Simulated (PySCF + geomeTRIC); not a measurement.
A geometry relaxed with PBE0-D3(BJ)/def2-TZVP in PySCF + geomeTRIC, charge 0, multiplicity 1:

```xyz
9

H      2.1645     0.2742     0.2693
C      1.3000    -0.0489    -0.3156
Si    -0.2832     0.5551     0.4496
C     -1.5515    -0.4449     0.9747
H      1.3007    -1.1390    -0.3649
H     -1.5166    -1.5256     0.8958
H      1.4198     0.3455    -1.3276
H     -2.4543    -0.0370     1.4141
H     -0.3791     2.0280     0.5797
```

Task: Write the SMILES of this molecule.

Result: `C=[SiH]C`
